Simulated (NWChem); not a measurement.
System: CdNH$_{2}$F; SMILES [NH2][Cd][F]

Input file for NWChem:

```
start job
memory heap 200 mb stack 900 mb global 1100 mb
geometry units angstroms noautoz
  Cd     0.493958    -0.268170     0.039979
  F     -0.009490    -2.130691     0.046925
  N      1.028943     1.656301     0.037786
  H      0.488919     2.189681    -0.643577
  H      2.005731     1.765753    -0.235839
end
basis spherical
  Cd library def2-svp
  F library def2-svp
  N library def2-svp
  H library def2-svp
end
ecp
  Cd library def2-ecp
end
dft
  xc mn15
  grid fine
  iterations 150
  mulliken
end
task dft gradient
```

Parts of the log:

```
             Northwest Computational Chemistry Package (NWChem) 7.3.0
             --------------------------------------------------------

 C1  symmetry detected

                             Geometry "geometry" -> ""
                             -------------------------

 Output coordinates in angstroms (scale by  1.889725989 to convert to a.u.)

  No.       Tag          Charge          X              Y              Z
 ---- ---------------- ---------- -------------- -------------- --------------
    1 Cd                  48.0000    -0.00221585    -0.02071194     0.01439204
    2 F                    9.0000     0.00521647    -1.94979616    -0.01834070
    3 N                    7.0000     0.00515397     1.97641182     0.04967310
    4 H                    1.0000    -0.80172081     2.35817243    -0.44387286
    5 H                    1.0000     0.82505541     2.34928335    -0.42959052

 Effective nuclear repulsion energy (a.u.)     245.6647041028

                                 NWChem DFT Module
                                 -----------------

 Summary of "ao basis" -> "ao basis" (spherical)
 ------------------------------------------------------------------------------
       Tag                 Description            Shells   Functions and Types
 ---------------- ------------------------------  ------  ---------------------
 Cd                         def2-svp                11       31   5s3p2d1f
 F                          def2-svp                 6       14   3s2p1d
 N                          def2-svp                 6       14   3s2p1d
 H                          def2-svp                 3        5   2s1p

            General Information
            -------------------
          SCF calculation type: DFT
          Wavefunction type:  closed shell.
          No. of atoms     :     5
          No. of electrons :    38
           Alpha electrons :    19
            Beta electrons :    19
          Charge           :     0
          Spin multiplicity:     1
          Use of symmetry is: off; symmetry adaption is: off
          Maximum number of iterations: 150
          AO basis - number of functions:    69
                     number of shells:    29
          Convergence on energy requested:  1.00D-06
          Convergence on density requested:  1.00D-05
          Convergence on gradient requested:  5.00D-04

              XC Information
              --------------
                         MN15 Method XC Functional
                     Hartree-Fock (Exact) Exchange  0.440
                          MN15 Exchange Functional  1.000
                        MN15 Correlation Potential  1.000

             Grid Information
             ----------------
          Grid used for XC integration:  fine
          Radial quadrature: Mura-Knowles
          Angular quadrature: Lebedev.
          Tag              B.-S. Rad. Rad. Pts. Rad. Cut. Ang. Pts.
          ---              ---------- --------- --------- ---------
          Cd                  1.55      141           9.0       974
          F                   0.50       70          11.0       590
          N                   0.65       70           8.0       590
          H                   0.35       60          10.0       590
          Grid pruning is: on
          Number of quadrature shells:   401
          Spatial weights used:  Erf1

      Superposition of Atomic Density Guess
      -------------------------------------

 Sum of atomic energies:        -346.50893700

      Non-variational initial energy
      ------------------------------

 Total energy =    -321.733914
 1-e energy   =    -736.101469
 2-e energy   =     301.365836
 HOMO         =      -0.341008
 LUMO         =      -0.081396

     ---------------------------------------------
      Total Density - Mulliken Population Analysis
     ---------------------------------------------

    Atom       Charge   Shell Charges
 -----------   ------   -------------------------------------------------------
    1 Cd  20    18.82  -0.37  1.62  0.75  0.47  0.21  5.95  0.15  0.06  9.11  0.86  0.00
    2 F    9     9.79   1.99  1.16  0.81  3.59  2.24  0.00
    3 N    7     7.84   1.99  1.05  0.50  2.49  1.79  0.01
    4 H    1     0.78   0.61  0.12  0.05
    5 H    1     0.78   0.61  0.12  0.05

   convergence    iter        energy       DeltaE   RMS-Dens  Diis-err
 ---------------- ----- ----------------- --------- --------- ---------
 d= 0,ls=0.0,diis     1   -322.7794104320 -4.36D+02  2.24D-02  9.69D-01
 d= 0,ls=0.0,diis     2   -322.7008837973  7.85D-02  1.15D-02  2.13D+00
 d= 0,ls=0.0,diis     3   -322.8809454506 -1.80D-01  2.59D-03  5.02D-02
 d= 0,ls=0.0,diis     4   -322.8838926867 -2.95D-03  1.12D-03  1.53D-02
 d= 0,ls=0.0,diis     5   -322.8854447597 -1.55D-03  3.00D-04  8.44D-04
  Resetting Diis
 d= 0,ls=0.0,diis     6   -322.8855377275 -9.30D-05  1.09D-04  5.97D-05
 d= 0,ls=0.0,diis     7   -322.8855442773 -6.55D-06  3.00D-05  1.23D-06
 d= 0,ls=0.0,diis     8   -322.8855446360 -3.59D-07  1.18D-05  3.82D-07
 d= 0,ls=0.0,diis     9   -322.8855446831 -4.71D-08  6.10D-06  2.63D-07

         Total DFT energy =     -322.885544683124
      One electron energy =     -737.319989331121
           Coulomb energy =      334.448949559112
    Exchange-Corr. energy =      -33.016223443913
 Nuclear repulsion energy =      113.001718532798

 Numeric. integr. density =       38.000000358630

                       DFT Final Molecular Orbital Analysis
                       ------------------------------------

 Vector   17  Occ=2.000000D+00  E=-3.730764D-01
              MO Center=  7.8D-03, -1.6D+00, -5.1D-02, r^2= 1.6D+00
   Bfn.  Coefficient  Atom+Function         Bfn.  Coefficient  Atom+Function
  ----- ------------  ---------------      ----- ------------  ---------------
    37      0.616990  2 F  pz                40     -0.435449  2 F  pz
    16     -0.195115  1 Cd d -1              50      0.136478  3 N  py
    53     -0.082812  3 N  py                 4      0.077124  1 Cd s
    14     -0.077194  1 Cd pz                48      0.072692  3 N  s
    36      0.067391  2 F  py                11     -0.065869  1 Cd pz

 Vector   18  Occ=2.000000D+00  E=-3.723857D-01
              MO Center=  8.1D-04, -1.8D+00, -1.8D-02, r^2= 8.1D-01
   Bfn.  Coefficient  Atom+Function         Bfn.  Coefficient  Atom+Function
  ----- ------------  ---------------      ----- ------------  ---------------
    35      0.644214  2 F  px                38     -0.454502  2 F  px
    15     -0.214032  1 Cd d -2              12     -0.079145  1 Cd px
     9     -0.065527  1 Cd px                 6      0.054408  1 Cd px
    37      0.047204  2 F  pz                61     -0.045562  4 H  s
    60     -0.038886  4 H  s                 66      0.038598  5 H  s

 Vector   19  Occ=2.000000D+00  E=-2.915802D-01
              MO Center=  4.4D-03,  1.8D+00,  7.6D-02, r^2= 1.6D+00
   Bfn.  Coefficient  Atom+Function         Bfn.  Coefficient  Atom+Function
  ----- ------------  ---------------      ----- ------------  ---------------
    51      0.475684  3 N  pz                54     -0.387562  3 N  pz
    50      0.251903  3 N  py                53     -0.225664  3 N  py
    16      0.170695  1 Cd d -1              48     -0.162377  3 N  s
     4      0.160107  1 Cd s                 47     -0.150108  3 N  s
     2     -0.116495  1 Cd s                 37     -0.095854  2 F  pz

 Vector   20  Occ=0.000000D+00  E=-1.391427D-02
              MO Center= -2.5D-02,  1.8D-01, -1.3D-01, r^2= 4.4D+00
   Bfn.  Coefficient  Atom+Function         Bfn.  Coefficient  Atom+Function
  ----- ------------  ---------------      ----- ------------  ---------------
     5      0.797680  1 Cd s                 48     -0.459782  3 N  s
     4      0.307462  1 Cd s                 19     -0.297444  1 Cd d  2
     2     -0.250681  1 Cd s                 50     -0.251309  3 N  py
    53      0.244522  3 N  py                36      0.232729  2 F  py
    34     -0.198654  2 F  s                 39     -0.181820  2 F  py

 Vector   21  Occ=0.000000D+00  E= 2.356145D-02
              MO Center=  2.5D-02, -7.2D-02,  2.2D-02, r^2= 5.3D+00
   Bfn.  Coefficient  Atom+Function         Bfn.  Coefficient  Atom+Function
  ----- ------------  ---------------      ----- ------------  ---------------
    12      0.837347  1 Cd px                 9      0.343149  1 Cd px
     6     -0.268744  1 Cd px                35      0.148837  2 F  px
    38     -0.133699  2 F  px                61      0.093734  4 H  s
    66     -0.088940  5 H  s                 49      0.082352  3 N  px
    60      0.078787  4 H  s                 65     -0.077742  5 H  s

 Vector   22  Occ=0.000000D+00  E= 3.249272D-02
              MO Center= -2.6D-03, -3.2D-02,  8.7D-02, r^2= 5.5D+00
   Bfn.  Coefficient  Atom+Function         Bfn.  Coefficient  Atom+Function
  ----- ------------  ---------------      ----- ------------  ---------------
    14      0.838216  1 Cd pz                11      0.322262  1 Cd pz
     8     -0.254701  1 Cd pz                51      0.165359  3 N  pz
    54     -0.159530  3 N  pz                37      0.143793  2 F  pz
    40     -0.130933  2 F  pz                 4      0.125067  1 Cd s
    13     -0.109020  1 Cd py                48     -0.103378  3 N  s

     ---------------------------------------------
      Total Density - Mulliken Population Analysis
     ---------------------------------------------

    Atom       Charge   Shell Charges
 -----------   ------   -------------------------------------------------------
    1 Cd  20    19.38  -0.38  1.65  0.73  0.78  0.11  5.93  0.38  0.17  8.97  1.04  0.00
    2 F    9     9.44   1.99  1.08  0.87  3.35  2.15  0.00
    3 N    7     7.41   1.98  0.98  0.50  2.39  1.54  0.01
    4 H    1     0.89   0.71  0.13  0.04
    5 H    1     0.89   0.71  0.13  0.04

     -------------------------------------------
      Total Density - Lowdin Population Analysis
     -------------------------------------------

    Atom       Charge   Shell Charges
 -----------   ------   -------------------------------------------------------
    1 Cd  20    19.51   0.01  1.00  0.95  0.60  0.26  5.60  0.73  0.28  8.61  1.49  0.00
    2 F    9     9.34   1.97  1.00  0.83  3.24  2.28  0.00
    3 N    7     7.27   1.97  0.73  0.49  2.21  1.85  0.03
    4 H    1     0.94   0.60  0.22  0.12
    5 H    1     0.94   0.60  0.22  0.12

     Multipole analysis of the density
     ---------------------------------

     L   x y z        total         alpha         beta         nuclear
     -   - - -        -----         -----         ----         -------
     0   0 0 0     -0.000000    -19.000000    -19.000000     38.000000

     1   1 0 0     -0.004581     -0.060913     -0.060913      0.117246
     1   0 1 0      0.944959     -0.075479     -0.075479      1.095917
     1   0 0 1     -0.422469      0.169524      0.169524     -0.761516

     2   2 0 0    -20.936822    -12.832459    -12.832459      4.728095
     2   1 1 0      0.036981     -0.032176     -0.032176      0.101333
     2   1 0 1      0.006118     -0.000011     -0.000011      0.006140
     2   0 2 0    -29.967723   -144.698239   -144.698239    259.428754
     2   0 1 1     -2.754623      0.502592      0.502592     -3.759806
     2   0 0 2    -22.790483    -12.120191    -12.120191      1.449899

            General Information
            -------------------
          SCF calculation type: DFT
          Wavefunction type:  closed shell.
          No. of atoms     :     5
          No. of electrons :    38
           Alpha electrons :    19
            Beta electrons :    19
          Charge           :     0
          Spin multiplicity:     1
          Use of symmetry is: off; symmetry adaption is: off
          Maximum number of iterations: 150
          AO basis - number of functions:    69
                     number of shells:    29
          Convergence on energy requested:  1.00D-06
          Convergence on density requested:  1.00D-05
          Convergence on gradient requested:  5.00D-04

              XC Information
              --------------
                         MN15 Method XC Functional
                     Hartree-Fock (Exact) Exchange  0.440
                          MN15 Exchange Functional  1.000
                        MN15 Correlation Potential  1.000

             Grid Information
             ----------------
          Grid used for XC integration:  fine
          Radial quadrature: Mura-Knowles
          Angular quadrature: Lebedev.
          Tag              B.-S. Rad. Rad. Pts. Rad. Cut. Ang. Pts.
          ---              ---------- --------- --------- ---------
          Cd                  1.55      141           9.0       974
          F                   0.50       70          11.0       590
          N                   0.65       70           8.0       590
          H                   0.35       60          10.0       590
          Grid pruning is: on
          Number of quadrature shells:   401
          Spatial weights used:  Erf1

          Convergence Information
          -----------------------
          Convergence aids based upon iterative change in
          total energy or number of iterations.
          Levelshifting, if invoked, occurs when the
          HOMO/LUMO gap drops below (HL_TOL):  1.00D-02
          DIIS, if invoked, will attempt to extrapolate
          using up to (NFOCK): 10 stored Fock matrices.

                    Damping( 0%)  Levelshifting(0.5)       DIIS
                  --------------- ------------------- ---------------
          dE  on:    start            ASAP                start
          dE off:    2 iters        150 iters           150 iters

                            NWChem DFT Gradient Module
                            --------------------------

  charge          =   0.00
  wavefunction    = closed shell

                         DFT ENERGY GRADIENTS

    atom               coordinates                        gradient
                 x          y          z           x          y          z
   1 Cd     -0.004187  -0.039140   0.027197   -0.000340   0.000212   0.002692
   2 F       0.009858  -3.684580  -0.034659    0.000179  -0.003810  -0.001596
   3 N       0.009740   3.734877   0.093869   -0.000019   0.005187  -0.001438
   4 H      -1.515033   4.456300  -0.838798    0.002074  -0.000838   0.000231
   5 H       1.559129   4.439502  -0.811808   -0.001895  -0.000750   0.000110
```

Level: MN15/def2-SVP with def2 effective core potentials on Cd. Structure relaxed at the PBE0/def2-SVP level. def2 effective core potentials on Cd; no spin-orbit coupling.
